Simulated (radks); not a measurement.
Results of a calculation; reference values are marked as such.
Question: These are the eigenvalues of the occupied orbitals of an atom or ion with whole-number occupations (Ry). Level of theory: Dirac Kohn-Sham, PBE, spin-unpolarised, spherical densities, finite nucleus; Fermi nuclear charge, rms radius of each element as measured or else 0.836 A^(1/3) + 0.57 fm (a radial shooting solver on a logarithmic mesh with Libxc functionals).

| orbital | eigenvalue |
|---|---|
| 1s1/2 | -2845.187 |
| 2s1/2 | -452.4110 |
| 2p1/2 | -426.6726 |
| 2p3/2 | -396.3054 |
| 3s1/2 | -96.38095 |
| 3p1/2 | -85.52580 |
| 3p3/2 | -79.60552 |
| 3d3/2 | -60.59113 |
| 3d5/2 | -59.32403 |
| 4s1/2 | -19.12764 |
| 4p1/2 | -15.13974 |
| 4p3/2 | -13.88983 |
| 4d3/2 | -7.36162 |
| 4d5/2 | -7.14637 |
| 5s1/2 | -2.71488 |
| 5p1/2 | -1.66822 |
| 5p3/2 | -1.49721 |
| 6s1/2 | -0.29060 |
| 6p1/2 | -0.13832 |
| 6p3/2 | -0.12666 |
| 4f5/2 | -0.06878 |
| 4f7/2 | -0.05247 |

Which element is it, and in what charge state? The configuration may be excited. Open shells, if any, are shared by 2j + 1.

Answer: Z = 57, lanthanum, charge 0: La in [Xe] 4f1 6s1 6p1. The list shows which subshells hold electrons but not how many an open one holds; the 1s level, -1422.6 hartree, gives Z - s = 53.3 by -(Z - s)^2/2, which with screening and relativity narrows Z to a few neighbours, and the depths of the outer levels then fix element, charge and occupations together.
